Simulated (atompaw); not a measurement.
## Cutoff test, erbium, PAW (atompaw)

Er (Z = 68), PAW, made with atompaw 4.2.0.5 (PBE, scalar-relativistic). Core [Kr] 4d10, reference 4f11 5s2 5p6 5d0 6s0 6p0 (charge +3). Waves: 5s (bound); 6s (bound, empty); 5p (bound); 6p (bound, empty); 5d (bound, empty); 5d channel at 2.6 Ry; 4f (bound); 4f channel at 0.4 Ry. Local part: vpsmatchnc scheme with l = 4 at 0 Ry, radius 2.30 bohr. Core correction: smooth core density matched at 3.00 bohr. Augmentation charge: besselshape compensation charge, radius 2.40 bohr; PAW radius 3.00 bohr; waves and projectors: bloechl.

The pseudo-atom Hamiltonian at the reference potential is diagonalised in spherical Bessel functions j_l(qr) that vanish at 20 bohr, with q² up to the cutoff. All-electron valence levels (Ry): 5s -6.0261, 6s -1.7400, 5p -4.0700, 6p -1.3035, 5d -1.8360, 4f -2.6048.

**Question.** How do the lowest levels (Ry) of each channel move with the cutoff, and are there ghosts?

**Answer.**

```json
{"cutoff (Ry)": "8", "s #1": "-2.4407", "s #2": "-1.6622", "s #3": "-0.7729", "p #1": "-1.7959", "p #2": "-0.9530", "p #3": "-0.5546", "d #1": "-1.3560", "f #1": "-2.1825", "Σ f·Δε (mRy)": "25460.3"}
{"cutoff (Ry)": "15", "s #1": "-4.4825", "s #2": "-1.7218", "s #3": "-0.7858", "p #1": "-3.2152", "p #2": "-1.2547", "p #3": "-0.6304", "d #1": "-1.5885", "f #1": "-2.5105", "Σ f·Δε (mRy)": "9253.5"}
{"cutoff (Ry)": "30", "s #1": "-5.8758", "s #2": "-1.7378", "s #3": "-0.8035", "p #1": "-3.9901", "p #2": "-1.2993", "p #3": "-0.6435", "d #1": "-1.8094", "f #1": "-2.5906", "Σ f·Δε (mRy)": "935.4"}
{"cutoff (Ry)": "45", "s #1": "-6.0146", "s #2": "-1.7398", "s #3": "-0.8114", "p #1": "-4.0635", "p #2": "-1.3031", "p #3": "-0.6450", "d #1": "-1.8338", "f #1": "-2.6033", "Σ f·Δε (mRy)": "78.2"}
{"cutoff (Ry)": "70", "s #1": "-6.0259", "s #2": "-1.7400", "s #3": "-0.8128", "p #1": "-4.0698", "p #2": "-1.3035", "p #3": "-0.6451", "d #1": "-1.8360", "f #1": "-2.6047", "Σ f·Δε (mRy)": "1.8"}
{"cutoff (Ry)": "100", "s #1": "-6.0261", "s #2": "-1.7400", "s #3": "-0.8128", "p #1": "-4.0700", "p #2": "-1.3035", "p #3": "-0.6451", "d #1": "-1.8360", "f #1": "-2.6048", "Σ f·Δε (mRy)": "0.0"}
{"cutoff (Ry)": "400", "s #1": "-6.0261", "s #2": "-1.7400", "s #3": "-0.8128", "p #1": "-4.0700", "p #2": "-1.3035", "p #3": "-0.6451", "d #1": "-1.8360", "f #1": "-2.6048", "Σ f·Δε (mRy)": "0.0"}
```

Result: no extra level below or beside the all-electron valence levels (s, p, d, f tested); 10 mRy is reached at 60 Ry and 1 mRy at 80 Ry.
